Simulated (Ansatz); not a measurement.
The same group exchange along the group B, Al, Ga, In.

Isolated molecules relaxed with PBE0-D4/def2-TZVP in Ansatz; ΔE leaves out vibrations. CCSD(T)/CBS is the MP2 limit (def2-TZVPP, def2-QZVPP) plus CCSD(T) − MP2 in def2-TZVPP, frozen cores. This one scheme is used for every species. Functionals use def2-TZVPP. Elements past krypton have def2 core potentials. For Ga, Ge, In outer-core shells are correlated without core-valence functions, which leaves a few kJ/mol of doubt a bond. Scalar relativity is left out up to krypton. One conformer a species, not always the lowest.

```json
{"reaction": "`OB(Cl)O[SiH3]` + `[CH3][GeH2][F]` → `[CH3][GeH]([F])[SiH3]` + `OB(O)Cl`", "CCSD(T)/CBS(def2) (kcal/mol)": "18.2"}
{"reaction": "`[OH][Al]([Cl])[O][SiH3]` + `[CH3][GeH2][F]` → `[CH3][GeH]([F])[SiH3]` + `[OH][Al]([OH])[Cl]`", "CCSD(T)/CBS(def2) (kcal/mol)": "22.6"}
{"reaction": "`[OH][Ga]([Cl])[O][SiH3]` + `[CH3][GeH2][F]` → `[CH3][GeH]([F])[SiH3]` + `[OH][Ga]([OH])[Cl]`", "CCSD(T)/CBS(def2) (kcal/mol)": "?"}
{"reaction": "`[OH][In]([Cl])[O][SiH3]` + `[CH3][GeH2][F]` → `[CH3][GeH]([F])[SiH3]` + `[OH][In]([OH])[Cl]`", "CCSD(T)/CBS(def2) (kcal/mol)": "20.9"}
```

Task: Fill in the missing values. (Best estimate.)

Result: Computed: `[OH][Ga]([Cl])[O][SiH3]` + `[CH3][GeH2][F]` → `[CH3][GeH]([F])[SiH3]` + `[OH][Ga]([OH])[Cl]`: +20.5 kcal/mol.

Largest T1 diagnostic: 0.016, for `[OH][In]([OH])[Cl]`.
